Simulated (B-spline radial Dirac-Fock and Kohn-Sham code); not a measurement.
# Tm 4f5/2: cross section and angular parameters

System: atomic thulium in the configuration [Xe] 4f13 6s2; threshold 10.26 eV (orbital energy of the model). The computed values come from a B-spline atomic structure program: Dirac-Hartree-Slater photoionisation with a Latter tail; cross sections with all multipoles, angular parameters from the dipole term and its interference with E2.

For linearly polarised light dσ/dΩ = σ/(4π) [1 + β P₂(cos θ) + (δ + γ cos²θ) sin θ cos φ], with θ from the polarisation vector and φ the angle between the beam and the projection of the electron momentum on the plane normal to the polarisation.

| hν (eV) | σ (kb) | β | γ | δ |
| --- | --- | --- | --- | --- |
| 92.5 | 3080 | 0.376 | 0.005 | 0.014 |
| 99.7 | 3140 | 0.360 | 0.005 | 0.015 |
| 109 | 3160 | 0.348 | 0.006 | 0.015 |
| 127 | 3150 | 0.342 | 0.006 | 0.017 |
| 134 | 3120 | 0.344 | 0.006 | 0.018 |
| 136 | 3110 | 0.345 | 0.006 | 0.018 |
| 150 | 3030 | 0.356 | 0.007 | 0.019 |
| 196 | 2610 | 0.415 | 0.009 | 0.022 |
| 207 | 2500 | 0.433 | 0.010 | 0.023 |
| 226 | 2310 | 0.463 | 0.011 | 0.024 |
| 292 | 1710 | 0.567 | 0.016 | 0.028 |
| 300 | 1640 | 0.579 | 0.017 | 0.028 |
| 318 | ? | ? | ? | ? |
| 345 | 1320 | 0.643 | 0.021 | 0.031 |
| 600 | 411 | 0.888 | 0.065 | 0.046 |
| 800 | 191 | 0.985 | 0.120 | 0.059 |
| 1630 | 20.4 | 1.065 | 0.406 | 0.106 |
| 2140 | 7.87 | 1.035 | 0.564 | 0.133 |
| 2330 | 5.79 | 1.019 | 0.617 | 0.143 |
| 4000 | 0.743 | 0.882 | 0.962 | 0.227 |
| 4440 | 0.491 | 0.851 | 1.030 | 0.248 |
| 4670 | 0.401 | 0.835 | 1.062 | 0.260 |
| 5010 | 0.302 | 0.814 | 1.108 | 0.276 |
| 5120 | 0.276 | 0.807 | 1.122 | 0.281 |
| 5414.7 | 0.220 | 0.790 | 1.158 | 0.295 |
| 7760 | 0.0484 | 0.680 | 1.380 | 0.402 |
| 8047.8 | 0.0414 | 0.669 | 1.401 | 0.415 |
| 9251.7 | 0.0226 | 0.627 | 1.479 | 0.465 |
| 12000 | 0.00714 | 0.551 | 1.610 | 0.575 |
| 12200 | 0.00663 | 0.546 | 1.618 | 0.582 |

Question: Give the values at 318 eV.

Answer: σ = 1510 kb, β = 0.605, γ = 0.018, δ = 0.029.
